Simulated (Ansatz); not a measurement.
Basis-set series for CH5O2Sc, SMILES `[CH3][Sc]([OH])[OH]`. The species carries charge 0 and has multiplicity 1. The geometry is a stationary point of PBE0-D4/def2-TZVP. It is one conformer, not always the lowest.

| functional | basis | functions | energy (Eh) | HOMO (eV) | LUMO (eV) |
| --- | --- | --- | --- | --- | --- |
| PBE0-D4 | def2-SVP | 98 | -951.74208 | -6.41 | -1.27 |
| PBE0-D4 | def2-QZVPP | 414 | -952.10537 | -6.64 | -1.52 |
| ωB97M-V | def2-SVP | 98 | -952.01643 | -8.71 | 0.12 |
| ωB97M-V | def2-QZVPP | 414 | -952.38525 | -8.96 | -0.14 |

(1) Give the rows for def2-TZVPP. (Estimate.)

Results:

(1) Computed: 
```json
{"functional": "PBE0-D4", "basis": "def2-TZVPP", "functions": "227", "energy (Eh)": "-952.07946", "HOMO (eV)": "-6.62", "LUMO (eV)": "-1.51"}
{"functional": "ωB97M-V", "basis": "def2-TZVPP", "functions": "227", "energy (Eh)": "-952.36091", "HOMO (eV)": "-8.94", "LUMO (eV)": "-0.04"}
```

Scalar relativity is left out up to krypton.
